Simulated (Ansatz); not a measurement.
H3Cl2InOSi (SMILES [SiH3][O][In]([Cl])[Cl]), singlet, geometry from GFN2-xTB (such geometries of metal compounds can be far from the true shape) (core potentials on In); Ansatz (a program for electronic structure) with PBE0/def2-TZVPP.

The Ansatz input:
Ansatz 0.2 input:
```yaml
crystal:
  periodic: [false, false, false]
  atoms:
    - {symbol: In, position_ang: [0.13750211, -0.04280706, 0.34225381]}
    - {symbol: Cl, position_ang: [0.08154373, -1.44908453, 2.13803611]}
    - {symbol: Cl, position_ang: [1.36478533, 1.87768206, 0.11572253]}
    - {symbol: O, position_ang: [-1.03339713, -0.58947375, -1.13719568]}
    - {symbol: Si, position_ang: [-1.33863966, -0.04925883, -2.63439857]}
    - {symbol: H, position_ang: [-1.82771913, 1.33796082, -2.59407616]}
    - {symbol: H, position_ang: [-2.36701312, -1.00341413, -3.05116859]}
    - {symbol: H, position_ang: [-0.12233310, -0.11774478, -3.45994290]}
basis:
  gaussian:
    orbitals: def2-TZVPP
hamiltonian:
  xc: pbe0
```

Output, abridged:

```
Functional definition: PBE0
1750 factors; their error is unknown
mean field evaluation 1: about -40177.8260 eV, gradient 6.3e1 eV
mean field evaluation 2: about -40127.7056 eV, gradient 1.6e2 eV
mean field evaluation 4: about -40184.6043 eV, gradient 1.1e1 eV
mean field evaluation 8: about -40184.9877 eV, gradient 2.3e-1 eV
mean field evaluation 16: about -40184.9877 eV, gradient 6.4e-5 eV
mean field -40184.98771531 eV, -1476.7710601748 hartree, gradient 6.4e-5 eV, S^2 0.000000; 0 other end points of the search recorded, 0 dependent functions left out
reference -40184.98775843 eV, -1476.7710617593 hartree; 40, 40 occupied and 209, 209 virtual orbitals, 1750 factors
Total energy: -40184.98775843 eV, -1476.7710617593 hartree
```
